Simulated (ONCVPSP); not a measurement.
# Pseudopotential generation for tungsten: ONCV, PBEsol, scalar-relativistic.

W (Z = 74), optimised norm-conserving Vanderbilt (ONCV), made with ONCVPSP 4.0.1 (PBEsol, scalar-relativistic). Core [Kr] 4d10 4f14, reference 5s2 5p6 5d4 6s2. Waves: 5s+6s: rc 2.00 bohr, ncon 4, nbas 9, qcut 6.2 1/bohr, 2 projectors; 5p: rc 1.80 bohr, ncon 4, nbas 7, qcut 7.8 1/bohr, local; 5d: rc 2.65 bohr, ncon 3, nbas 8, qcut 6.3 1/bohr, 2 projectors, debl 4 Ha. Local part: the p channel. Core correction: none.

- Cutoffs needed: 17 Ha and 23 Ha (the cutoffs (Ha) at which the residual kinetic energy of the hardest occupied pseudo-wave falls to 1 and 0.1 mHa per electron)
- Ghost test: no bound ghost flagged; no localised positive-energy state flagged
- Largest excitation error: +183 meV (all-electron minus pseudo) for 5s2 5p6 5d3 6s2 6p1, out of 4 test configurations
